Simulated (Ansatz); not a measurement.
Born–Oppenheimer molecular dynamics of BCl₂HO (5 atoms, charge 0, multiplicity 1). It goes on from the last frame of an earlier run, with new velocities.

Level of theory: Ansatz, RKS PBE0-D4/def2-SVP.

```
ensemble             : NVT, Nosé–Hoover chain
time step            : 0.5 fs
steps asked          : 150
set temperature      : 1000 K
thermostat           : time constant 50 fs, chain length 1
temperature schedule : 37 steps to 1000 K, then 113 steps to 2000 K
seed                 : 340846
```

First frame:

```xyz
5
Properties=species:S:1:pos:R:3
B -0.021 0.065 0.042
Cl 0.069 -0.100 1.734
Cl 1.539 0.014 -0.871
O -1.174 -0.091 -0.702
H -1.797 -0.066 0.049
```

(1) What does the run give?

(2) What happens to the structure?

(3) How do temperature and energy run in time?

Results:

(1) All steps were run.

```
steps done                                               : 150
time covered                                             : 75 fs
mean temperature over the second half                    : 1004 K
spread of the potential energy over the second half      : 26.8 meV per atom
mean potential energy of the second half above the start : 13.2 meV per atom
```

The conserved energy stayed within 0.2 meV per atom of its start (net change 0.18 meV per atom), so the integration is sound. The schedule's set-point averaged 1668 K over the second half and the system 1004 K, so it lags behind the ramp. A run of 0.075 ps of so small a system gives no equilibrium averages.

(2) The same pairs are bonded in the first frame and the last. Pairs count as bonded within 1.25 times the sum of covalent radii (0.12 Å more for H–H). This is one draw of velocities; another would differ in detail.

(3) 
| time (fs) | T (K) | potential energy less start (eV) | conserved less start (meV/atom) |
| --- | --- | --- | --- |
| 0 | 1000 | 0.000 | 0.00 |
| 3.5 | 1282 | -0.110 | -0.05 |
| 7 | 1150 | -0.060 | 0.01 |
| 10.5 | 642 | 0.137 | 0.13 |
| 14 | 510 | 0.188 | 0.11 |
| 17.5 | 955 | 0.015 | -0.01 |
| 21 | 1342 | -0.134 | -0.12 |
| 24.5 | 917 | 0.033 | -0.01 |
| 28 | 269 | 0.286 | 0.19 |
| 31.5 | 608 | 0.156 | 0.10 |
| 35 | 1386 | -0.141 | -0.08 |
| 38.5 | 1447 | -0.156 | -0.05 |
| 42 | 1017 | 0.018 | 0.00 |
| 45.5 | 556 | 0.203 | 0.15 |
| 49 | 910 | 0.071 | 0.11 |
| 52.5 | 1505 | -0.147 | -0.07 |
| 56 | 1080 | 0.033 | 0.01 |
| 59.5 | 447 | 0.288 | 0.13 |
| 63 | 697 | 0.198 | 0.05 |
| 66.5 | 1136 | 0.044 | 0.07 |
| 70 | 1346 | -0.013 | 0.05 |
| 73.5 | 986 | 0.150 | 0.06 |

Time of the run: 4.9 min on 1 thread of Arm Neoverse V2, on a shared host, peak memory 0.12 GiB.
